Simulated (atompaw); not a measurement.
Hg: one change to a PAW (atompaw) potential, before and after

```json
{
 "Element": "mercury",
 "Generator": "atompaw 4.2.0.5",
 "Type": "PAW",
 "Functional": "PBE",
 "Relativity": "scalar-relativistic",
 "Frozen core": "[Xe] 4f14 5d10",
 "Valence charge": "2",
 "Reference configuration": "6s2 6p0",
 "Partial waves": "6s (bound): rc 2.55 bohr; 6s channel at 1.6 Ry: rc 2.15 bohr; 6p (bound, empty): rc 2.55 bohr; 6p channel at 4.05 Ry: rc 2.55 bohr; 6d channel at -0.15 Ry: rc 2.35 bohr; 6d channel at 0.85 Ry: rc 2.55 bohr",
 "Local potential": "bessel scheme, radius 2.20 bohr",
 "Core correction": "smooth core density matched at 1.50 bohr",
 "Augmentation charge": "sinc compensation charge, radius 2.05 bohr; PAW radius 2.55 bohr; waves and projectors: custom rrkj gramschmidtortho"
}
```

Change: core [Kr] 4d10 4f14, valence charge 20; reference 5s2 5p6 5d10 6s1 6p0; waves now 5s (bound): rc 1.70 bohr; 6s (bound): rc 1.80 bohr; 5p (bound): rc 1.40 bohr; 6p (bound): rc 1.80 bohr; 5d (bound): rc 1.80 bohr; 5d channel at 1.2 Ry: rc 1.80 bohr; 5f channel at -0.05 Ry: rc 1.65 bohr; 5f channel at 0.35 Ry: rc 1.65 bohr; local potential bessel scheme, radius 1.30 bohr; core correction smooth core density matched at 1.70 bohr; augmentation sinc compensation charge, radius 1.65 bohr; PAW radius 1.80 bohr; waves and projectors: custom rrkj gramschmidtortho.

Cutoffs: the cutoffs (Ry, on a coarse ladder) from which the occupation-weighted sum of valence levels, in a spherical-Bessel basis at the reference potential, stays within 10 and 1 mRy of its value at 400 Ry; they do not see the model core or the augmentation charge, which bear on the density cutoff.

Q: What does the change do?

A: The potential gets harder (6 Ry and 6 Ry → 50 Ry and 80 Ry); the bound ghost in d disappears. The added semicore shells are compact, so their waves need more plane waves. Several settings change at once here, so the effects cannot be laid on one of them.

| quantity | base | changed |
| --- | --- | --- |
| cutoff, loose | 6 Ry | 50 Ry |
| cutoff, tight | 6 Ry | 80 Ry |
| bound ghosts | d | none |
| lowest overlap eigenvalue by channel | s 0.59, p 0.71, d 0.37 | s 0.58, p 0.02, d 0.42, f 1.00 |

 A true bound ghost makes a file unfit for plane-wave use even where its test errors are small: the radial tests pick states by their node count and pass the ghost by. The cutoffs see the waves, projectors and local potential, not the compensation charge or the core.
